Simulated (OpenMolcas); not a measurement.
# Ir3+: moving the ligands

Ir3+ with 6 ligands (chloride) in octahedral coordination (Oh) at 2.44 Å. A charge of +0.5 e stands 3.2 Å behind each ligand. Ligand basis ANO-RCC-VDZP.

```json
{
 "Program": "OpenMolcas 26.06",
 "Method": "SS-CASPT2, IPEA 0.25 Eh, imaginary shift 0.1 Eh (closed shells correlated: 5s 5p and the ligand valence shells)",
 "Basis": "ANO-RCC-VDZP [7s6p4d2f]",
 "Scalar Hamiltonian": "DKH2, point nucleus",
 "Active space": "6 electrons in 5 orbitals (5d)",
 "State averaging": "2S+1 = 5 even, 5 roots; 2S+1 = 3 even, 45 roots; 2S+1 = 1 even, 50 roots",
 "Spin-orbit coupling": "RASSI with atomic mean-field integrals over the reference wave functions"
}
```

Runs around this geometry, states (labels of O, the rotations of Oh). Energies in cm-1 above the lowest state or level, χT in cm3 K/mol.

```tsv
R (Å)	Ground state	First state of that spin	First gap with spin-orbit (degeneracies)	χT at 300 K	First state of another spin
2.34	1A1	1T1 22060	16790 (1, 2)	0.021	2S+1 = 3: 18890
2.44	1A1	1T1 18400	13030 (1, 2)	0.033	2S+1 = 3: 15200
2.52	1A1	1T1 15700	10420 (1, 2)	0.046	2S+1 = 3: 12560
```

Taking the first state of the same spin as R^-n, n = -ln(15700 / 22060) / ln(2.52 / 2.34) = 4.6 between the shortest and longest distance.

Roots that are degenerate in the reference are averaged as groups; the widest CASPT2 spread within a group is 910 cm-1 (the 3-fold group of multiplicity 3 near 28500 cm-1 above the lowest state of its run, R = 2.52). Shifts and gaps below about the spread of the groups concerned are not significant. Over all roots computed the reference weight is 0.63 to 0.65 in R = 2.34, 0.63 to 0.66 in R = 2.44, 0.63 to 0.66 in R = 2.52; a low but even weight reflects the number of correlated electrons. Ligand-to-metal charge-transfer states are missing. With no ligand orbital active B as a rule stays too high, so bands that hang on it stand too high and its fall with covalency is understated. With one d shell and no ligand orbital active, 10Dq can be off by a tenth or more. The least metal-like active orbital is 67 % on the metal (Löwdin) and no ligand orbital is active, so the numbers are rough, and ground spin, moment and any spin crossover can be artefacts of this space; highly charged d ions in such sites are as a rule low spin (holds for R = 2.34). The least metal-like active orbital is 70 % on the metal (Löwdin) and no ligand orbital is active, so the numbers are rough, and ground spin, moment and any spin crossover can be artefacts of this space; highly charged d ions in such sites are as a rule low spin (holds for R = 2.44). The least metal-like active orbital is 72 % on the metal (Löwdin) and no ligand orbital is active, so the numbers are rough (holds for R = 2.52). These CASPT2 states fit no ligand-field parameters well, so their order and spin gaps are uncertain (holds for R = 2.52). No measured value stands beside these numbers; the geometry is a model, was not optimised and need not be the one that this ion takes.

A state without a sure symmetry label is named by its multiplicity alone.
